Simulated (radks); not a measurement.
The numbers below are computed, except where a source is named.
Task: These are the eigenvalues of the occupied orbitals of an atom or ion with whole-number occupations (hartree). Level of theory: non-relativistic Kohn-Sham, PBEsol, spin-polarised, spherical densities, point nucleus (a radial shooting solver on a logarithmic mesh with Libxc functionals).

orbital  eigenvalue
1s         -7.07353
2s         -0.71193

Which element is it, and in what charge state? The configuration may be excited. Open shells, if any, are filled with parallel spins first.

Result: Z = 5, boron, charge +1: B+ in [He] 2s2. The 1s level, -7.0735 hartree, gives Z - s = 3.8 by -(Z - s)^2/2, which with screening narrows Z to a few neighbours, and with so few levels the electron count can be read from the list.
